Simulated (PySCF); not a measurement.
C$_{6}$H$_{14}$N (SMILES C[C](C)NC(C)C), doublet, at a GFN2-xTB geometry; PBE0/STO-3G run with PySCF.

PySCF was given this input:
```python
from pyscf import gto, scf, dft

mol = gto.M(
    atom='''
C     2.237748   -1.066005    0.725630
C     1.236252   -0.251512   -0.023588
C     1.731892    0.847483   -0.906938
N     0.000246   -0.070990    0.617630
C    -1.152931    0.410919   -0.114502
C    -1.656651   -0.609753   -1.143901
C    -2.252203    0.758053    0.886719
H     2.727896   -0.496792    1.527910
H     3.018677   -1.414497    0.051120
H     1.767090   -1.936455    1.182985
H     2.744593    0.622791   -1.231429
H     1.111637    0.964395   -1.797519
H     1.748493    1.816112   -0.391404
H    -0.233185   -0.857522    1.211975
H    -0.849014    1.323208   -0.637073
H    -2.477936   -0.195120   -1.722716
H    -2.004374   -1.511035   -0.642065
H    -0.850042   -0.881762   -1.820739
H    -1.879631    1.467956    1.620672
H    -2.586044   -0.136771    1.408980
H    -3.104521    1.197310    0.375375
''',
    basis='sto-3g',
    charge=0,
    spin=1,
    verbose=4,
)

mf = dft.UKS(mol)
mf.xc = 'pbe0'
mf.grids.atom_grid = (99, 590)
mf.grids.prune = None
mf.kernel()
```

Output, abridged:

```
PySCF version 2.14.0

[INPUT] verbose = 4
[INPUT] num. atoms = 21
[INPUT] num. electrons = 57
[INPUT] charge = 0
[INPUT] spin (= nelec alpha-beta = 2S) = 1
[INPUT] symmetry False subgroup None
[INPUT] Mole.unit = angstrom
[INPUT] Symbol           X                Y                Z      unit          X                Y                Z       unit  Magmom
[...]
nuclear repulsion = 324.917592637178
number of shells = 35
number of NR pGTOs = 147
number of NR cGTOs = 49
basis = sto-3g
ecp = {}

******** <class 'pyscf.dft.uks.UKS'> ********
method = UKS
initial guess = minao
damping factor = 0
level_shift factor = 0
DIIS = <class 'pyscf.scf.diis.CDIIS'>
diis_start_cycle = 1
diis_space = 8
diis_damp = 0
SCF conv_tol = 1e-09
SCF conv_tol_grad = None
SCF max_cycles = 50
direct_scf = True
direct_scf_tol = 1e-13
number electrons alpha = 29  beta = 28
XC library pyscf.dft.libxc version 7.1.2
    S. Lehtola, C. Steigemann, M. J. T. Oliveira, and M. A. L. Marques,  SoftwareX 7, 1–5 (2018)
XC functionals = pbe0
    C. Adamo and V. Barone,  J. Chem. Phys. 110, 6158 (1999)
    M. Ernzerhof and G. E. Scuseria,  J. Chem. Phys. 110, 5029 (1999)
radial grids:
    Treutler-Ahlrichs [JCP 102, 346 (1995); DOI:10.1063/1.469408] (M4) radial grids

becke partition: Becke, JCP 88, 2547 (1988); DOI:10.1063/1.454033
pruning grids: None
grids dens level: 3
symmetrized grids: False
atomic radii adjust function: <function treutler_atomic_radii_adjust>
User specified grid scheme (99, 590)
small_rho_cutoff = 0
Set gradient conv threshold to 3.16228e-05
tot grids = 1226616
init E= -288.508826965995

cycle= 1 E= -287.874487860789  delta_E= 0.634  |g|= 0.21  |ddm|= 3.88
cycle= 2 E= -287.892582503884  delta_E= -0.0181  |g|= 0.146  |ddm|= 0.496
cycle= 3 E= -287.905916733429  delta_E= -0.0133  |g|= 0.0225  |ddm|= 0.213
cycle= 4 E= -287.906181910523  delta_E= -0.000265  |g|= 0.009  |ddm|= 0.0391
cycle= 5 E= -287.906248829712  delta_E= -6.69e-05  |g|= 0.00245  |ddm|= 0.0168
cycle= 6 E= -287.906253525636  delta_E= -4.7e-06  |g|= 0.000954  |ddm|= 0.00482
cycle= 7 E= -287.906254380687  delta_E= -8.55e-07  |g|= 0.000162  |ddm|= 0.00212
cycle= 8 E= -287.906254411762  delta_E= -3.11e-08  |g|= 5.14e-05  |ddm|= 0.000424
cycle= 9 E= -287.906254414435  delta_E= -2.67e-09  |g|= 2.18e-05  |ddm|= 0.000117
cycle= 10 E= -287.906254414885  delta_E= -4.5e-10  |g|= 6.37e-06  |ddm|= 4.83e-05
Extra cycle  E= -287.906254414914  delta_E= -2.86e-11  |g|= 3.97e-06  |ddm|= 1.54e-05
converged SCF energy = -287.906254414914  <S^2> = 0.75265712  2S+1 = 2.0026554
```
